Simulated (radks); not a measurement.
Q: V IV, configuration [Ar] 3d2. Method: Dirac Kohn-Sham, PBE, spin-unpolarised, spherical densities, finite nucleus; open shells fill j = l - 1/2 first; Fermi nuclear charge, rms radius 3.6002 fm; computed with a radial shooting solver on a logarithmic mesh with Libxc functionals. Some entries of the table are withheld. Estimate them.

orbital  occ.  eigenvalue (eV)  <r^2> (bohr^2)  r(max) (bohr)
1s1/2       2        -5398.246        0.005937        0.04349
2s1/2       2        -637.4210          0.1122         0.2556
2p1/2       2        -542.6536         0.09139         0.2066
2p3/2       4        -535.5558         0.09312         0.2088
3s1/2       2        -103.7585           1.010         0.8163
3p1/2       2         -77.8419             (1)         0.8348
3p3/2       4         -76.9764             (2)         0.8412
3d3/2       2         -36.9889           1.727            (3)
3d5/2       0         -36.9045           1.734            (4)

A: 
(1) 3p1/2 <r^2> (bohr^2): 1.145
(2) 3p3/2 <r^2> (bohr^2): 1.162
(3) 3d3/2 r(max) (bohr): 0.8529
(4) 3d5/2 r(max) (bohr): 0.8548
